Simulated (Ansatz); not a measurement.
`Cl[SiH2][SiH](Cl)Cl` → trichlorosilane + `[SiH2]` at 298.15 K and 1 bar (silylene formation by 1,1-elimination).

Isolated molecules relaxed with PBE0-D4/def2-TZVP in Ansatz; ΔE leaves out vibrations. CBS: MP2 limit from def2 TZ/QZ plus the TZ coupled-cluster correction, frozen cores. This one scheme is used for every species. One conformer a species, not always the lowest.

```csv
species,CCSD(T)/CBS energy (Eh),H − E (kJ/mol),S (J/(mol·K))
`Cl[SiH2][SiH](Cl)Cl`,-1959.44429,106.0,390.2
`Cl[SiH](Cl)Cl`,-1669.16736,53.3,314.4
`[SiH2]`,-290.19011,40.6,207.5
```

H − E and S are ideal-gas, rigid-rotor, harmonic terms from PBE0-D4/def2-TZVP, for one conformer and one mirror image of each species. 1 Eh = 2625.50 kJ/mol, R = 8.31446 J/(mol·K).

Question: By hand: ΔE, ΔH, ΔS and ΔG.

Answer: ΔE = (-1669.16736) + (-290.19011) − (-1959.44429) = 0.08682 Eh = 227.9 kJ/mol. Δ(H − E) = 53.3 + 40.6 − 106.0 = -12.1, so ΔH = 215.8 kJ/mol. ΔS = 314.4 + 207.5 − 390.2 = 131.7 J/(mol·K). ΔG = 215.8 − 298.15 × (131.7)/1000 = 176.5 kJ/mol.

Question: By hand: the equilibrium constant, and the temperature at which ΔG would vanish if ΔH and ΔS stayed fixed.

Answer: log₁₀ K = −ΔG/(RT ln 10) = -30.9. ΔG = 0 at ΔH/ΔS = 1639 K.

The number of gas molecules changes by +1, which sets the sign of ΔS. A doubt of 5 kJ/mol in ΔE shifts log₁₀ K by 0.9 here. Other conformers and mirror images would add mixing entropy, several J/(mol·K) or more a flexible species. Modes under 60 cm⁻¹, often nearly free rotors, make the harmonic entropy too high. These are equilibria of isolated gas molecules and say nothing of rates. Largest T1 diagnostic: 0.014 (customary marks: 0.02 for closed shells, 0.045 for open ones).
